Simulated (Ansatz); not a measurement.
Reactions of C$_{7}$H$_{9}$N, SMILES `Cc1ccnc(C)c1`.

Isolated molecules relaxed with PBE0-D4/def2-TZVP in Ansatz; ΔE leaves out vibrations. CCSD(T)/CBS is the MP2 limit (def2-TZVPP, def2-QZVPP) plus CCSD(T) − MP2 in def2-TZVPP, frozen cores. This one scheme is used for every species, atoms too. For atomizations the MP2-based limit and the directly extrapolated one differ by several kJ/mol either way, and by 10 to 25 for some Ge, Se and Sn compounds, so smaller differences from it don't rank the levels. No spin–orbit coupling; open shells (•) take unrestricted orbitals. Spin–orbit coupling would lower the free atoms: a little for C. Bonds to Se are less sure, by a few kJ/mol each and by 10 to 20 or more in all where they break to atoms, as the def2 sets lack core-valence functions. Scalar relativity is left out up to krypton. One conformer a species, not always the lowest.

**Question.** Order these by ΔE at CCSD(T)/CBS, lowest first. (Estimate.)
A. `Cc1ccnc(C)c1` + `NB(O)O[SiH3]` → `COB(N)O[SiH3]` + `Cc1ccncc1`
B. `Cc1ccnc(C)c1` → 7 C• + 9 H• + N•
C. `Cc1ccnc(C)c1` + H₂ → `Cc1ccccn1` + CH₄
D. `Cc1ccnc(C)c1` + `N[SiH](N)F` → `CN[SiH](N)F` + `Cc1ccncc1`
E. `Cc1ccnc(C)c1` + `S[SiH2][SeH]` → `CS[SiH2][SeH]` + `Cc1ccccn1`
F. `Cc1ccnc(C)c1` → `Cc1cccnc1C`
G. `Cc1ccnc(C)c1` → `[CH2]` (triplet) + `Cc1ccccn1`

**Answer.** C (-0.57 eV), F (+0.03 eV), E (+0.22 eV), D (+0.61 eV), A (+0.74 eV), G (+4.65 eV), B (+79.36 eV).

Largest T1 diagnostic: 0.012, for `Cc1ccnc(C)c1`.
